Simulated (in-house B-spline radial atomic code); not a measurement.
Radial electron density of S II (S+), [Ne] 3s2 3p3. Method: Dirac-Hartree-Fock, average of configuration, Fermi nucleus of rms radius 3.2611 fm. Calculated with a B-spline radial code for spherical atoms.

Columns: r (bohr), 4πr²n(r) (electrons per bohr), bar.

```
 0.00374   0.4345 #
 0.00449   0.6098 #
 0.00539   0.8518 ##
 0.00647    1.183 ###
 0.00776    1.629 ####
 0.00932     2.23 #####
  0.0112    3.025 #######
  0.0134    4.026 ##########
  0.0161     5.32 #############
  0.0193    6.888 ################
  0.0232    8.771 #####################
  0.0279     10.9 ##########################
  0.0334     13.1 ###############################
  0.0401    15.25 #####################################
  0.0482    17.06 #########################################
  0.0578    18.18 ############################################
  0.0694    18.37 ############################################
  0.0833    17.52 ##########################################
     0.1    15.83 ######################################
    0.12    13.84 #################################
   0.144    12.34 ##############################
   0.173    12.06 #############################
   0.208    13.24 ################################
   0.249    15.33 #####################################
   0.299    17.25 #########################################
   0.359    17.67 ##########################################
   0.431    15.88 ######################################
   0.517    12.27 #############################
   0.621    8.049 ###################
   0.745    4.736 ###########
   0.895     3.08 #######
    1.07    2.866 #######
    1.29    3.198 ########
    1.55    3.234 ########
    1.86      2.7 ######
    2.23    1.827 ####
    2.68   0.9801 ##
    3.21   0.4172 #
    3.86   0.1318 
    4.63  0.03063 
    5.55 0.004915 
    6.67 0.0004848
```

On this grid the curve has 3 maxima, near 0.0694, 0.359, 1.55 bohr.

The 3s1/2 radial function P(r) = rR(r), positive near the nucleus, with its small component Q(r) (sign convention: Q ≈ (P' + κP/r)/2c):

```tsv
r (bohr)	P	Q
0.00125	0.01313	-0.0007716
0.0018	0.01869	-0.001101
0.00259	0.02649	-0.001565
0.00374	0.03744	-0.002222
0.00539	0.0524	-0.003127
0.00776	0.07238	-0.004358
0.0112	0.09841	-0.006003
0.0161	0.1299	-0.008084
0.0232	0.1651	-0.0106
0.0334	0.1972	-0.01334
0.0482	0.213	-0.01584
0.0694	0.1906	-0.01717
0.1	0.1045	-0.01619
0.144	-0.05672	-0.01196
0.208	-0.2605	-0.004674
0.299	-0.3944	0.003137
0.431	-0.3124	0.007919
0.621	0.05314	0.007382
0.895	0.5522	0.002852
1.29	0.8489	-0.001669
1.86	0.732	-0.003012
2.68	0.3763	-0.001839
3.86	0.1049	-0.0005463
5.55	0.01297	-6.954e-05
```
